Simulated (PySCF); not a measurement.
# Reading the logs of faulty runs: AlC2H5N

Calculated results; nothing here was measured. The program is PySCF 2.14.0, an open-source quantum chemistry code, run on an isolated molecule that a program drew, which may never have been made. The molecule is AlC2H5N (charge 0, doublet), drawn as the SMILES string `[CH2][CH2][Al]=[NH]`.

Each row is a Hartree-Fock (HF) and frozen-core CCSD(T) single point in the cc-pV(D+d)Z basis, meant for a local HF minimum. Run 1 is clean. Each other run has one planted mistake out of seven kinds, and not every kind appears here: one electron removed, one electron added, multiplicity raised by two, geometry at a saddle point, minimal basis STO-3G, one bond length entered in bohr, all coordinates scaled. The reference is restricted for singlets and unrestricted otherwise, and also for a bond in bohr. Adding or removing an electron swaps singlet and doublet. Electrons count all cores. HOMO and LUMO are orbital energies over both spins, the gradient is its largest component, and the lowest frequency (negative if imaginary) is given only where the gradient is small. Bond lengths are over the 8 bonds as drawn. T1 is the CCSD diagnostic: over 0.02 (restricted) or 0.045 (unrestricted) a single reference is doubtful.

Geometry of the clean run:
```xyz
9
AlC2H5N, angstrom
C     0.9832   -2.0126   -0.1448
C     2.0813   -1.0337   -0.4144
Al    1.3781    0.7332   -0.9390
N     0.7782    2.1493   -1.3599
H     0.5017   -2.5299   -0.9656
H     0.4766   -2.0115    0.8126
H     2.7342   -1.3774   -1.2219
H     2.7102   -0.8848    0.4681
H     0.4047    3.0283   -1.6208
```

| run | electrons | basis functions | <S^2> | HOMO (eV) | LUMO (eV) | gradient (hartree/bohr) | lowest frequency (cm^-1) | mean bond (Å) | longest bond (Å) | T1 | HF (hartree) | CCSD(T) (hartree) | mistake |
|---|---|---|---|---|---|---|---|---|---|---|---|---|---|
| 1 | 37 | 90 | 0.765 | -8.85 | 2.10 | 1.8e-05 | 108 | 1.3008 | 1.973 | 0.0213 | -374.92640 | -375.47688 | no fault |
| 2 | 37 | 29 | 0.771 | -4.52 | 7.85 | 1.1e-01 | - | 1.3008 | 1.973 | 0.0279 | -370.31369 | -370.56573 | minimal basis STO-3G |
| 3 | 37 | 90 | 3.780 | -4.78 | 0.77 | 9.7e-02 | - | 1.3008 | 1.973 | 0.0403 | -374.84268 | -375.35194 | multiplicity raised by two |
| 4 | 37 | 90 | 0.767 | -8.67 | 1.92 | 2.4e-02 | - | 1.3360 | 2.026 | 0.0226 | -374.91998 | -375.47713 | all coordinates scaled |
| 5 | 38 | 90 | 0.000 | 0.01 | 7.04 | 2.6e-02 | - | 1.3008 | 1.973 | 0.0371 | -374.86380 | -375.46069 | ? |

**Which mistake was planted in run 5, and what did it cost?**

It counts 38 electrons, one more than the clean run, at the same geometry and basis. So the mistake is: one electron added. Subtracting run 1 and multiplying by 627.51 kcal/mol a hartree, the energy moved by 39.3 kcal/mol in HF and 10.2 kcal/mol in CCSD(T).

Cautions from the logs. Run 5: T1 is over the limit, so its CCSD(T) energy is less reliable and the HOMO is above zero, so the electron isn't bound and the energy depends on the basis.
